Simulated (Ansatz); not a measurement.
Basis-set extrapolation for CH9NSi2 (`N[SiH2]C[SiH3]`) (PBE0-D4/def2-TZVP geometry, frozen core, Ansatz 0.2.0). Multiplicity 1, RHF reference.

|  | def2-TZVPP | def2-QZVPP |
| --- | --- | --- |
| HF | -675.523728 | -675.547023 |
| MP2 correlation | -0.651206 | -0.696486 |
| CCSD(T) correlation | -0.734919 | not run |

Energies in hartree. Use E(X) = E(∞) + A·exp(−7.88·√X) for Hartree–Fock and E(X) = E(∞) + B·X^(−2.97) for correlation, with X = 3 and 4, and add CCSD(T) minus MP2 of the smaller set to the MP2 limit.

Question: What is the CCSD(T) energy at the basis-set limit?

Answer: HF limit: -675.547023 + (-0.023295) × 0.13774 = -675.55023. MP2 limit: -0.696486 + (-0.045280) × 0.74074 = -0.73003. Higher-order term: -0.734919 − (-0.651206) = -0.08371. Total: -676.36397 hartree, 276.5 kJ/mol below CCSD(T)/def2-TZVPP.
